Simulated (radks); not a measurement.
Question: The vanadium ion V+ is in [Ar] 3d(3/2: 4, 5/2: 0). Calculated with a radial shooting solver on a logarithmic mesh with Libxc functionals: Dirac Kohn-Sham, relativistic LDA (MacDonald-Vosko exchange, VWN5 correlation), spin-unpolarised, spherical densities, finite nucleus; Fermi nuclear charge, rms radius of each element as measured or else 0.836 A^(1/3) + 0.57 fm. Sub-shells are occupied by j as written (lower j first in brackets). One electron is removed from 3p1/2, 3p3/2, 3s1/2, 3d3/2 in turn, with full relaxation. Which removal costs least, and what does each cost?

Answer: 3d3/2 15.131 eV; 3p3/2 53.888 eV; 3p1/2 54.735 eV; 3s1/2 80.020 eV. The 3d3/2 electron leaves first.
